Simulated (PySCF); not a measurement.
## Vertical excitation energies

Me2Si(SBu)2, C10H24S2Si.
SMILES: `CCCCS[Si](C)(C)SCCCC`

Method used: TDDFT wB97X-D/def2-SVPD, vertical, gas phase, core orbitals frozen in the response (PySCF 2.14.0, density-fitted response routines). Isolated species at its PBE0-D3(BJ)/def2-SVP geometry (one conformer only).

```
state  E (eV)  ν̃ (cm⁻¹)       f  main configurations (H = HOMO, L = LUMO)
   S1    5.75      46360  0.0076                    H→L+1 (46%), H→L (17%)
   S2    5.84      47080  0.0023                H-1→L (57%), H-1→L+8 (11%)
   S3    6.46      52130   0.019                             H-1→L+1 (64%)
   S4    6.51      52500   0.038                    H→L+2 (46%), H→L (18%)
   S5    6.96      56120   0.031   H-1→L+3 (25%), H-1→L+5 (11%), H→L (10%)
   S6    7.01      56580   0.025        H→L (20%), H→L+4 (12%), H→L+1 (9%)
   S7    7.18      57920  0.0004    H→L+5 (18%), H→L+3 (18%), H→L+11 (10%)
   S8    7.21      58160   0.038              H-1→L+2 (21%), H-1→L+3 (17%)
   S9    7.40      59670   0.015    H-2→L+1 (25%), H-2→L (23%), H→L+9 (8%)
  S10    7.43      59900   0.022                H-1→L+3 (17%), H→L+7 (12%)
```

Triplets (Tamm–Dancoff): T1 5.38 eV, H→L+1 (43%), H→L (12%); T2 5.45 eV, H-1→L (52%), H-1→L+8 (13%); T3 6.09 eV, H-1→L+1 (54%); T4 6.16 eV, H→L+2 (32%), H→L (19%).

The lowest singlet lies at 5.75 eV (216 nm, ultraviolet) and is weak; its leading configuration is HOMO→LUMO+1 (46%). The largest oscillator strength of a single state is 0.038. Löwdin shares by element: HOMO sulfur 69%, carbon 8% or more, silicon 7% (atoms not listed hold the other 16%); LUMO (one of a set within 0.03 eV) sulfur 40%, carbon 10% or more, silicon 7% (atoms not listed hold the other 44%). Of the 10 states listed, 7 reach f = 0.01 and 1 stays under 0.0005. Orbital energies (eV): HOMO-3 -10.09, HOMO-2 -9.81, HOMO-1 -8.54, HOMO -8.45, LUMO 1.94, LUMO+1 1.96, LUMO+2 2.11. The listed states span 1.68 eV, and the widest gap between neighbours is 0.63 eV (S2 to S3). The window holds the lowest 10 singlets.

Without π bonds the low states may be Rydberg-like; a valence basis with one diffuse set may place them up to an eV too high.
